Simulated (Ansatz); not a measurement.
One change: `[Cl][Hf]([Cl])([Cl])[I]` becomes `[Cl][Hf]([Cl])([Cl])[SeH]`.

Ansatz, PBE0-D4/def2-TZVP geometries, multiplicity 1. Each molecule was computed in one conformer, which needn't be the lowest.

Elements past krypton have def2 core potentials. Scalar relativity is left out up to krypton.

```tsv
property	`[Cl][Hf]([Cl])([Cl])[I]`
HOMO–LUMO gap (ωB97M-V/def2-TZVPP) / eV	10.21
LUMO energy (PBE0/def2-TZVPP) / eV	-2.28
HOMO–LUMO gap (PBE/def2-TZVPP) / eV	4.23
zero-point energy (PBE0-D4/def2-TZVP) / kJ/mol	10.9
HOMO energy (ωB97M-V/def2-TZVPP) / eV	-10.46
LUMO energy (B3LYP/def2-TZVPP) / eV	-2.44
```

(1) What does the change do to each property? (Estimate.)

## Answers

(1) The calculation gave: 
```tsv
property	`[Cl][Hf]([Cl])([Cl])[SeH]`	shift
HOMO–LUMO gap (ωB97M-V/def2-TZVPP) / eV	9.61	-0.60
LUMO energy (PBE0/def2-TZVPP) / eV	-2.32	-0.04
HOMO–LUMO gap (PBE/def2-TZVPP) / eV	3.53	-0.70
zero-point energy (PBE0-D4/def2-TZVP) / kJ/mol	28.7	17.8
HOMO energy (ωB97M-V/def2-TZVPP) / eV	-9.86	0.60
LUMO energy (B3LYP/def2-TZVPP) / eV	-2.50	-0.06
```

The zero-point energy changes by 17.8 kJ/mol with +3 modes.

B3LYP here is the variant with VWN-RPA as its local correlation; programs differ in this.

Spin–orbit coupling is left out; it splits and shifts lone-pair levels of the heavy atoms by tenths of an eV.
